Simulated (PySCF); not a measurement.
C₆ coefficients of unlike pairs at PBE0

Calculated with PySCF 2.14 from the dipole response of each species, C₆(A,B) = (3/π) ∫ α_A(iu) α_B(iu) du, in atomic units, from isotropic polarisabilities. For ions this is the dispersion term alone; charge-induced terms of lower order in 1/R come first.

```tsv
species	configuration	basis	relativity	α (bohr³)	C₆ (like pair)
F(3+)	[He] 2s2 2p2 (3P)	aug-cc-pV5Z (7s6p5d4f3g2h)	none	0.9454	0.8512
Cr+	[Ar] 3d5 (6S)	aug-cc-pVDZ (7s6p4d2f)	none	12.10	43.28
F+	[He] 2s2 2p4 (3P)	dyall-av3z (15s9p3d2f)	spin-free X2C	1.802	3.357
Ta(3+)	[Xe] 4f14 5d2 (3F)	aug-cc-pVTZ-PP with one added diffuse shell each of s, p, d, f, g type with ECP60MDF (7s7p6d4f3g)	core potential	7.197	32.48
```

Q: Estimate C₆ for F+ with F(3+).

A: The integral gives 1.688. The combination rule 2 C_A C_B / (C_A α_B/α_A + C_B α_A/α_B) gives 1.689 and the geometric mean 1.690.

No spin-orbit coupling is included.

The other pairs:

```csv
pair,C₆
"Cr+, F(3+)",5.610
"Ta(3+), F+",10.29
"Ta(3+), F(3+)",5.175
"F+, Cr+",11.08
"Ta(3+), Cr+",36.37
```
